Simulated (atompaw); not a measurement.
## What one change does to a pseudopotential (phosphorus, PAW (atompaw))

atompaw 4.2.0.5 input, output lines left out:

```
P 15
GGA-PBE scalarrelativistic loggrid 1500 logderivrange -3 5 201
3 3 0 0 0 0
3 1 3
0 0 0
c
c
v
c
v
2
1.70 1.35 1.40 0.85
y
2
n
y
0.5
n
y
0.25
y
1.3
n
custom rrkj gramschmidtortho sinc
3 0 troulliermartins
1.70
1.70
1.70
1.70
1.70
1.70
```

Change: augmentation sinc compensation charge, radius 1.35 bohr; PAW radius 1.70 bohr; waves and projectors: custom polynom vanderbiltortho.

Cutoffs: the cutoffs (Ry, on a coarse ladder) from which the occupation-weighted sum of valence levels, in a spherical-Bessel basis at the reference potential, stays within 10 and 1 mRy of its value at 400 Ry; they do not see the model core or the augmentation charge, which bear on the density cutoff.

Question: What does the change do?

Answer: The potential gets harder (12 Ry and 25 Ry → 12 Ry and 30 Ry); a bound ghost appears in s, which as a rule spoils a file.

| quantity | base | changed |
| --- | --- | --- |
| cutoff, loose | 12 Ry | 12 Ry |
| cutoff, tight | 25 Ry | 30 Ry |
| loose cutoff by channel (10 mRy a level) | s 6 Ry, p 8 Ry | s 10 Ry, p 8 Ry |
| bound ghosts | none | s |
| s: phases at 1.70 bohr within 0.05 rad from the reference energy up to (Ry; the scan ends near 5) | to the end of the scan | to the end of the scan |
| p: phases at 1.70 bohr within 0.05 rad from the reference energy up to (Ry; the scan ends near 5) | to the end of the scan | to the end of the scan |
| d: phases at 1.70 bohr within 0.05 rad from the reference energy up to (Ry; the scan ends near 5) | 4.6 | to the end of the scan |
| lowest overlap eigenvalue by channel | s 0.42, p 0.74, d 0.95 | s 0.05, p 0.67, d 0.97 |

 A true bound ghost makes a file unfit for plane-wave use even where its test errors are small: the radial tests pick states by their node count and pass the ghost by. The cutoffs see the waves, projectors and local potential, not the compensation charge or the core.
